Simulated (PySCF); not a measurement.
How methods differ on the ionisation energy of Ru²⁺

Ru²⁺ [Kr] 4d6 (5D) → Ru³⁺ [Kr] 4d5 (6S), as a difference of total energies. Computed with PySCF 2.14 in def2-QZVPPD with the def2 core potential (28 electrons), with scalar relativity through the core potential. Correlated levels: valence: 4s2 4p6 frozen; valence and next inner shell: nothing frozen outside the core potential. The calculations carry no spin-orbit coupling.

```csv
method,ionisation energy (eV)
UHF,26.571
LDA,28.766
PBE,28.622
PBE0,28.416
r2SCAN,28.033
B3LYP,28.696
TPSS,28.457
BLYP,28.685
M06-2X,28.952
MP2 (valence),27.851
SCS-MP2 (valence),28.118
MP2 (valence and next inner shell),27.862
SCS-MP2 (valence and next inner shell),27.896
```

Problem. How much does correlation contribute at MP2 (valence and next inner shell)?

Solution. 27.862 − (26.571) = 1.291 eV, measured against UHF.

The reference lies between the lowest fine-structure levels, while these numbers refer to the centres of the terms.

Errors of the correlated levels include the incompleteness of this basis and the frozen core.

For comparison: 28.47 eV (semi-empirical (NIST evaluation); NIST Atomic Spectra Database, ionization energies).
